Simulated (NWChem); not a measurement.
CH$_{4}$AlF$_{2}$N; SMILES C[NH][Al]([F])[F]

```xyz
9

Al     0.0003    -0.5467     0.0000
F      0.9613    -1.9111     0.0000
F     -1.6605    -0.7212     0.0000
N      0.7183     1.0676     0.0000
C      0.0173     2.3432     0.0000
H      1.7366     1.1691     0.0000
H      0.2492     2.9616    -0.8974
H      0.2492     2.9616     0.8974
H     -1.0783     2.1731     0.0000
```
Atoms are numbered in this order, from 1.

All runs: NWChem. Medium grid unless said otherwise, to which SCAN and Minnesota functionals are sensitive. All runs use the structure optimised with PBE-D3(BJ)/def2-SVP. Total energies of different functionals are on different scales.

```json
[
 {"level": "B3LYP/def2-SVP", "energy (Ha)": "-537.2734", "highest occupied level (eV)": "-6.83", "orbital gap (eV)": "6.01", "dipole (D)": "2.58"},
 {"level": "PBE/def2-SVP", "energy (Ha)": "-536.7982", "highest occupied level (eV)": "-5.67", "orbital gap (eV)": "4.31", "dipole (D)": "2.55"},
 {"level": "BHandHLYP/def2-SVP", "energy (Ha)": "-537.1246", "highest occupied level (eV)": "-8.43", "orbital gap (eV)": "8.61", "dipole (D)": "2.64"},
 {"level": "HCTH/407/def2-SVP", "energy (Ha)": "-537.2054", "highest occupied level (eV)": "-5.86", "orbital gap (eV)": "4.37", "dipole (D)": "2.53"},
 {"level": "PBE0/def2-SVP", "energy (Ha)": "-536.8343", "highest occupied level (eV)": "-7.10", "orbital gap (eV)": "6.59", "dipole (D)": "2.61"},
 {"level": "M06/def2-SVP", "energy (Ha)": "-537.1179", "highest occupied level (eV)": "-7.23", "orbital gap (eV)": "6.56", "dipole (D)": "2.64"},
 {"level": "M06-2X/def2-SVP", "energy (Ha)": "-537.1245", "highest occupied level (eV)": "-8.47", "orbital gap (eV)": "8.57", "dipole (D)": "2.64"},
 {"level": "SCAN/def2-SVP", "energy (Ha)": "-537.1569", "highest occupied level (eV)": "-5.99", "orbital gap (eV)": "5.08", "dipole (D)": "2.61"},
 {"level": "OLYP/def2-SVP", "energy (Ha)": "-537.1545", "highest occupied level (eV)": "-5.56", "orbital gap (eV)": "4.30", "dipole (D)": "2.50"}
]
```
